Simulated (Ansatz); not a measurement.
`C[N+](C)(C)[AlH3-]`, charge 0, multiplicity 1.

**Question.** Give a relaxed structure at PBE0-D4/def2-TZVP (Ansatz 0.2.0). (Best estimate.)

**Answer.** The calculation gave: 
Z-matrix (Å, degrees):
```
C
N 1 1.467
H 1 1.090 2 109.2
H 1 1.090 2 109.2 3 118.8
H 1 1.096 2 110.6 3 -120.6
C 2 1.467 1 110.1 3 -178.6
C 2 1.467 1 110.1 3 59.8
Al 2 2.053 1 108.8 3 -59.4
H 6 1.090 2 109.2 1 59.8
H 6 1.090 2 109.2 1 178.6
H 6 1.096 2 110.6 1 -60.8
H 7 1.090 2 109.2 1 -178.6
H 7 1.096 2 110.6 1 60.8
H 7 1.090 2 109.2 1 -59.7
H 8 1.606 2 99.8 1 -60.0
H 8 1.606 2 99.8 1 60.0
H 8 1.606 2 99.8 1 -180.0
```
Point group C3v.
This is one stationary point; other conformers may exist.
